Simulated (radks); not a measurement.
Isoelectronic series with 45 electrons, each ion in its NIST ground configuration. All-electron calculation, scalar-relativistic Kohn-Sham, r2SCAN, spin-polarised, spherical densities, finite nucleus; open shells are filled with parallel spins first (spin-orbit coupling, left out, can overturn this in heavy ions); meta-GGA in the generalised Kohn-Sham scheme; Fermi nuclear charge, rms radius of each element as measured or else 0.836 A^(1/3) + 0.57 fm. Program: a radial shooting solver on a logarithmic mesh with Libxc functionals. Total energies (hartree) and orbital eigenvalues (eV) (* marks an orbital that is empty in some or all of the ions):

ion    configuration  E (hartree)   5s down*    4d down     5s up*      4d up
Rh      [Kr] 4d8 5s1  -4784.73656    -3.0463    -4.8314    -5.0072    -6.8106
Ag2+        [Kr] 4d9  -5315.57858   -19.8368   -28.6047   -20.2330   -29.5825
In4+        [Kr] 4d9  -5878.30441   -43.8428   -64.9770   -44.3294   -66.1180
Sb6+        [Kr] 4d9  -6473.04734   -73.6878  -110.1237   -74.2540  -111.4163
I8+         [Kr] 4d9  -7100.05864  -108.9477  -163.2883  -109.5899  -164.7260
Cs10+       [Kr] 4d9   -7759.6541  -149.4231  -224.1019  -150.1399  -225.6805
La12+       [Kr] 4d9   -8452.1916  -195.0125  -292.3543  -195.8032  -294.0713
Pr14+       [Kr] 4d9   -9178.0705  -245.6666  -367.9151  -246.5310  -369.7685
Pm16+       [Kr] 4d9   -9937.7156  -301.3681  -450.6987  -302.3060  -452.6872
